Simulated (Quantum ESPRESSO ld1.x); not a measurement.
Question: The aim is the caesium ion Cs+ in [Xe]. This ld1.x (Quantum ESPRESSO 7.5) run was made with `OMP_NUM_THREADS=1 ld1.x < ld1.in > ld1.out`. Can the result be used? Name any fault.

```
 &input
    zed=55.0,
    iswitch=1,
    rel=1,
    dft='PBE',
    config='[Xe]',
    beta=1.0,
    prefix='ld1',
    max_out_wfc=37,
    file_charge='ld1.rho',
 /
```

Output (excerpt):

```
     Program LD1 v.7.5 starts

     --------------------------- All-electron run ----------------------------

     scalar relativistic calculation

     atomic number is 55.00
     dft =PBE   lsd =0 sic =0 latt =0  beta=1.00 tr2=1.0E-14
     Exchange-correlation= PBE
                           (   1   4   3   4   0   0   0)
     mesh =2077 r(mesh) =  99.55068 a.u. xmin = -8.00 dx = 0.00800
     1 Ry =  13.60569312 eV, c = 137.03599908

     n l     nl                  e(Ry)          e(Ha)          e(eV)
     1 0     1S 1( 2.00)     -2631.6494     -1315.8247    -35805.4143
     2 0     2S 1( 2.00)      -413.1251      -206.5625     -5620.8531
     2 1     2P 1( 6.00)      -370.6196      -185.3098     -5042.5364
     3 0     3S 1( 2.00)       -86.1921       -43.0961     -1172.7034
     3 1     3P 1( 6.00)       -72.5154       -36.2577      -986.6229
     4 0     4S 1( 2.00)       -16.5767        -8.2883      -225.5372
     4 1     4P 1( 6.00)       -12.2048        -6.1024      -166.0544
     3 2     3D 1(10.00)       -52.4473       -26.2236      -713.5816
     5 0     5S 1( 2.00)        -2.3474        -1.1737       -31.9383
     5 1     5P 1( 6.00)        -1.3722        -0.6861       -18.6702
     4 2     4D 1(10.00)        -5.8423        -2.9211       -79.4884

     final scf error:  2.3E-16 reached in  12 iterations

     Etot =  -15573.579951 Ry,   -7786.789976 Ha, -211889.349643 eV

     Ekin =   16409.064645 Ry,    8204.532323 Ha,  223256.697995 eV
     Encl =  -37666.818284 Ry,  -18833.409142 Ha, -512483.170487 eV
     Eh   =    6067.960093 Ry,    3033.980046 Ha,   82558.802904 eV
     Exc  =    -383.786405 Ry,    -191.893203 Ha,   -5221.680056 eV
```

Answer: Yes, it can be used (harmless). The line at issue: beta=1.0. The Broyden-type mixing copes: 12 iterations against 20, same energy.
